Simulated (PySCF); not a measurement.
H8OS3Si3.
Geometry (GFN2-xTB, Å), atoms numbered from 1 in this order:
```
atom  x, y, z in Å
S1     3.6733   -1.5349   -0.5997
Si2    2.9203    0.3583    0.0605
O3     1.4331    0.4452   -0.5569
Si4   -0.0760   -0.0885   -0.7406
S5    -1.1346    0.6768    0.9622
Si6   -3.0968   -0.1432    0.6887
S7    -3.8958    0.3471   -1.2414
H8     4.8851   -1.4115   -0.0806
H9     2.8712    0.3698    1.5128
H10    3.6357    1.4455   -0.5819
H11   -0.5301    0.5591   -1.9569
H12   -0.1232   -1.5403   -0.7100
H13   -3.8839    0.4784    1.7354
H14   -3.0793   -1.5927    0.6867
H15   -3.6034    1.6390   -1.2115
```

Computed, not measured: TDDFT B3LYP/def2-SVPD, vertical, gas phase, core orbitals frozen in the response (PySCF).

Orbital energies (eV): HOMO-3 -8.52, HOMO-2 -7.52, HOMO-1 -7.28, HOMO -7.23, LUMO -0.74, LUMO+1 -0.38, LUMO+2 -0.26.

Computed singlets:

| state | E (eV) | f |
| --- | --- | --- |
| S1 | 5.55 | 0.0001 |
| S2 | 5.62 | 0.0005 |
| S3 | 5.84 | 0.0006 |
| S4 | 5.91 | 0.060 |
| S5 | 6.05 | 0.021 |
| S6 | 6.09 | 0.029 |
| S7 | 6.10 | 0.0091 |
| S8 | 6.19 | 0.016 |

Problem. Assign a leading configuration to S1, S2, S3, S4 and S7 and set E beside the orbital difference Δε.

Solution. 

```
state  leading configuration  weight  Δε (eV)  E (eV)  E − Δε (eV)       f  other configurations
   S1              HOMO→LUMO    0.89     6.49    5.55        -0.94  0.0001                     –
   S2            HOMO-1→LUMO    0.84     6.54    5.62        -0.92  0.0005                     –
   S3            HOMO-2→LUMO    0.67     6.78    5.84        -0.94  0.0006           H→L+2 (11%)
   S4            HOMO→LUMO+1    0.76     6.84    5.91        -0.93   0.060         H-1→L+1 (10%)
   S7          HOMO-2→LUMO+1    0.75     7.14    6.10        -1.04  0.0091                     –
```

E − Δε runs from -1.04 to -0.92 eV. Among themselves, these states come in the order of their orbital differences.

H and L stand for HOMO and LUMO. The other states: S5 6.05 eV, f 0.021, H-1→L+4 (47%), H-1→L+2 (18%), H→L+2 (11%); S6 6.09 eV, f 0.029, H→L+2 (47%), H→L+4 (15%), H-1→L+2 (10%); S8 6.19 eV, f 0.016, H→L+3 (48%), H-2→L (12%).

Triplets (Tamm–Dancoff): T1 5.35 eV, H→L (66%); T2 5.41 eV, H-1→L (65%), H-1→L+5 (12%); T3 5.56 eV, H→L+1 (40%), H-2→L (17%), H→L (12%).

Summed over the main configurations (up to three a state, each over 8%) of all 8 singlets, the electron leaves HOMO with weight 2.98, HOMO-1 with weight 1.70 and HOMO-2 with weight 1.54.

Hardware: one thread of an Arm Neoverse N1, shared host with 64 logical CPUs at a one-minute load of 61. Cost: 1.9 min of wall time (with the writing of density and orbital grids), 0.97 GiB resident at most.

One conformer stands for the species.
